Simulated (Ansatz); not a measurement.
C2H5ClFIn (`C[CH2][In]([F])[Cl]`), charge 0, multiplicity 1.

Problem. Give a relaxed structure at PBE0-D4/def2-TZVP (the Gaussian-basis code of Ansatz). (Best estimate.)

Solution. The calculation gave: 
Z-matrix (Å, degrees):
```
C
C 1 1.520
H 1 1.091 2 112.1
H 1 1.091 2 112.1 3 -120.6
H 1 1.094 2 110.3 3 119.7
In 2 2.141 1 113.7 3 60.2
H 2 1.092 1 112.2 3 -59.8
H 2 1.092 1 112.1 3 -179.9
Cl 6 2.319 2 130.9 1 179.9
F 6 1.952 2 120.2 1 -0.1
```
Point group Cs.
This is one stationary point; other conformers may exist.
